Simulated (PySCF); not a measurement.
Compound: C₄H₇BO₃.
SMILES: `COC1=[O+][BH2-]OC=C1`

Torsions of this conformer, `[CH3:1][O:2][C:3]1=[O+:4][BH2-:5][O:6][CH:7]=[CH:8]1`: C1–O2–C3–O4 3°.

The closed-shell ground state was solved at several levels (PySCF, density fitting, gas phase, non-relativistic). Isolated species at its PBE0-D3(BJ)/def2-SVP geometry (one conformer only).

```json
{"level": "PBE0/def2-SVPD", "basis functions": "225", "total energy (Eh)": "-406.4594", "HOMO (eV)": "-6.99", "LUMO (eV)": "-1.72", "gap (eV)": "5.27", "dipole (D)": "4.21"}
{"level": "mPW1PW91/pcSseg-1", "basis functions": "171", "total energy (Eh)": "-407.0481", "HOMO (eV)": "-7.01", "LUMO (eV)": "-1.66", "gap (eV)": "5.35", "dipole (D)": "4.23"}
{"level": "PBE0/pcSseg-1", "basis functions": "171", "total energy (Eh)": "-406.6913", "HOMO (eV)": "-6.97", "LUMO (eV)": "-1.63", "gap (eV)": "5.34", "dipole (D)": "4.23"}
```

Q: Estimate the row for B3LYP/pcJ-1, a basis of 286 functions; the other rows only guide the guess.

A: Total energy -407.2122 Eh, HOMO -6.77 eV, LUMO -1.84 eV, gap 4.93 eV, dipole 4.26 D.

Q: How far do the dipole and the HOMO energy spread over the levels?

A: The dipole runs from 4.21 to 4.26 D (mean 4.23 D) and the HOMO from -7.01 to -6.77 eV.
